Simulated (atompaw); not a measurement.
**What one change does to a pseudopotential (Ho (Z = 67), PAW (atompaw))**

atompaw 4.2.0.5 input, output lines left out:

```
Ho 67
GGA-PBE loggrid 2001 logderivrange -4 5 226
6 6 5 4 0 0
6 0 0
6 1 0
5 2 0
4 3 11
0 0 0
c
c
c
c
c
v
c
c
c
c
v
c
c
v
v
3
3.00 2.80 2.50 2.75
y
2.4
n
y
1.65
n
y
3.2
n
y
2.85
n
custom rrkj gramschmidtortho sinc
4 0 vpsmatchnc
2.80
2.80
3.00
3.00
3.00
3.00
0.90
0.90
```

All-electron outer shells of the reference configuration (PBE, non-relativistic, ld1.x):

```
shell  level (eV)  outermost node (bohr)  outermost maximum (bohr)
   5s      -56.55                   0.66                      1.23
   5p      -38.41                   0.68                      1.34
   4f      -20.78                      –                      0.51
   5d      -13.92                   0.75                      1.88
   6s      -13.57                   1.65                      3.22
   6p       -9.91                   1.88                      3.79
```

Change: wave 6p channel at 1.65 Ry: rc 3.00 bohr becomes 6p channel at 5.63 Ry: rc 3.00 bohr.

Cutoffs: the cutoffs (Ry, on a coarse ladder) from which the occupation-weighted sum of valence levels, in a spherical-Bessel basis at the reference potential, stays within 10 and 1 mRy of its value at 400 Ry; they do not see the model core or the augmentation charge, which bear on the density cutoff.

Q: What does the change do?

A: Both files keep a bound ghost (p, s); the range in which the p phases agree narrows (upper end 3.9 → -0.3).

```tsv
quantity	base	changed
cutoff, loose	260 Ry	260 Ry
cutoff, tight	over 300 Ry	over 300 Ry
bound ghosts	s, p	p, s
s: phases at 3.01 bohr within 0.05 rad from the reference energy up to (Ry; the scan ends near 5)	3.0	3.0
p: phases at 3.01 bohr within 0.05 rad from the reference energy up to (Ry; the scan ends near 5)	3.9	-0.3
d: phases at 3.01 bohr within 0.05 rad from the reference energy up to (Ry; the scan ends near 5)	1.3	1.3
f: phases at 3.01 bohr within 0.05 rad from the reference energy up to (Ry; the scan ends near 5)	to the end of the scan	to the end of the scan
lowest overlap eigenvalue by channel	s 0.77, p 0.70, d 0.76, f 1.00	s 0.77, p 0.02, d 0.76, f 1.00
```

 A true bound ghost makes a file unfit for plane-wave use even where its test errors are small: the radial tests pick states by their node count and pass the ghost by. The cutoffs see the waves, projectors and local potential, not the compensation charge or the core.
